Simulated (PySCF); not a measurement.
Cd(H)(OH) (CdH₂O), SMILES [OH][CdH].

Geometry optimised at PBE0-D3(BJ)/def2-TZVP. The def2 effective core potentials stand for the cores of Cd; spin–orbit coupling is left out.

Method: TDA-B3LYP/def2-TZVPD (PySCF 2.14.0).

Vertical excitations.  State labels are in the subgroup Cs.

| state | symmetry | energy (eV) | λ (nm) | f | main pairs |
|---|---|---|---|---|---|
| S1 | A" | 5.38 | 231 | 0.026 | HOMO→LUMO 99 % |
| S2 | A" | 5.85 | 212 | 0.005 | HOMO→LUMO+1 99 % |
| S3 | A' | 5.97 | 208 | 0.011 | HOMO→LUMO+2 63 %, HOMO−1→LUMO 35 % |
| S4 | A' | 6.39 | 194 | 0.012 | HOMO−1→LUMO+1 96 % |
| S5 | A" | 6.45 | 192 | 0.001 | HOMO−1→LUMO+2 100 % |
| S6 | A' | 6.95 | 178 | 0.211 | HOMO−1→LUMO 47 %, HOMO→LUMO+2 30 %, HOMO−1→LUMO+3 7 %, HOMO−2→LUMO+1 7 % |
| S7 | A" | 7.57 | 164 | 0.015 | HOMO→LUMO+3 99 % |
| S8 | A' | 7.70 | 161 | 0.226 | HOMO−2→LUMO 90 % |
| S9 | A' | 7.94 | 156 | 0.354 | HOMO−2→LUMO+1 79 %, HOMO−1→LUMO+3 15 % |
| S10 | A" | 8.00 | 155 | 0.384 | HOMO−2→LUMO+2 97 % |
| T1 | A" | 4.96 | 250 | 0 | HOMO→LUMO 92 % |
| T2 | A' | 5.30 | 234 | 0 | HOMO−1→LUMO 90 % |
| T3 | A' | 5.66 | 219 | 0 | HOMO→LUMO+2 95 % |
| T4 | A" | 5.75 | 216 | 0 | HOMO→LUMO+1 94 % |
Triplets are in the Tamm–Dancoff approximation.
